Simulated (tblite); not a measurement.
C₆H₁₁BO₂.
Z-matrix (Å and degrees, GFN2-xTB geometry), rows numbered from 1:
```
C 
C   1  1.3236
C   2  1.5020  1  121.09
C   2  1.5090  1  124.02  3  -179.77
C   4  1.5322  2  114.78  1     4.95
O   5  1.4136  4  111.47  2  -179.03
B   6  1.3503  5  119.42  4    30.71
O   7  1.3510  6  124.08  5    -1.06
C   8  1.4120  7  120.06  6    -1.64
H   1  1.0744  2  123.35  3  -179.80
H   1  1.0769  2  120.90  3     0.42
H   3  1.0882  2  110.86  1  -135.08
H   3  1.0865  2  110.64  1   -14.21
H   3  1.0896  2  110.39  1   105.38
H   4  1.0985  2  108.61  1   124.83
H   5  1.0947  4  110.71  2    62.00
H   5  1.0969  4  110.28  2   -58.70
H   7  1.1675  6  118.04  5   178.98
H   9  1.0983  4  109.73  2    57.38
H   9  1.0946  4  110.92  2   -62.65
```

All values are computed: GFN2-xTB (tblite) harmonic vibrations without scaling, gas phase. This tight-binding method is rough: wavenumbers can miss measured ones by several per cent, in bad cases by 10 to 20. Modes of hydrogen on boron can be 10 to 20 % off. One conformer, not necessarily the lowest.

Harmonic wavenumbers (cm⁻¹): 35.1, 126.0, 138.8, 176.9, 203.3, 311.6, 344.4, 398.9, 446.0, 456.5, 487.4, 541.0, 692.3, 705.7, 776.0, 897.5, 905.7, 917.7, 927.3, 930.1, 941.3, 996.1, 1016.4, 1042.9, 1080.2, 1110.1, 1121.2, 1174.9, 1197.2, 1216.1, 1217.2, 1247.2, 1278.2, 1305.6, 1335.8, 1349.7, 1400.9, 1424.7, 1472.9, 1484.3, 1485.7, 1488.7, 1725.4, 2672.8, 2889.1, 2898.6, 2911.7, 2938.5, 2939.5, 3005.9, 3027.1, 3051.2, 3113.6, 3148.4.

A = 3251, B = 1164, C = 924.6 MHz; mass 126.085 u (most abundant isotopes); point group C1, symmetry number 1.

**Question.** What is the zero-point energy?

**Answer.** Half the sum of the wavenumbers: 36064 cm⁻¹ = 103.11 kcal/mol.

**Question.** What is S at 350 K and 1 bar for an ideal gas of classical rigid rotors and harmonic oscillators?

**Answer.** Translation 41.23, rotation 29.39, vibration 29.65: S = 100.3 cal/(mol K).

**Question.** And Cp and H(350 K) − H(0)?

**Answer.** Cp = 42.37 cal/(mol K), of which vibrations give 34.43 (their classical limit is 54 R = 107.3); H(350 K) − H(0) = 8.41 kcal/mol without the zero-point energy, 5.62 from vibrations.

**Question.** Which modes carry the vibrational entropy at 350 K?

**Answer.** 35.1 cm⁻¹: 5.84; 126.0 cm⁻¹: 3.32; 138.8 cm⁻¹: 3.13; 176.9 cm⁻¹: 2.66; 203.3 cm⁻¹: 2.40; 311.6 cm⁻¹: 1.63 cal/(mol K); the other 48 give 10.68 together.

**Question.** How do the functions run with temperature in this model?

**Answer.** 
```
 T (K)  S (cal/(mol K))  Cp (cal/(mol K))  H − H(0) (kcal/mol)  G − H(0) (kcal/mol)  ln q(vib)
    50             57.8              11.7                 0.48                -2.41       0.51
   100             67.3              16.5                 1.18                -5.55       1.41
298.15             94.0              36.6                 6.36               -21.65       5.65
373.15            103.1              44.9                 9.42               -29.04       7.37
   500            118.0              57.4                15.93               -43.07      10.39
   750            144.9              74.8                32.63               -76.01      16.42
  1000            168.0              86.0                52.83              -115.19      22.23
```

q(vib) and H(0) count from the zero-point level.

**Question.** What must be added to the electronic energy to get the Gibbs energy at 350 K and 1 bar?

**Answer.** ZPE + [H(350 K) − H(0)] − T·S = 103.11 + 8.41 − 35.10 = 76.42 kcal/mol.

Hindered rotation and anharmonicity are outside this model. Other conformers, if any are populated, would add a mixing term that is left out. The structure is chiral; the term R ln 2 for an equal mix with its mirror image is left out.
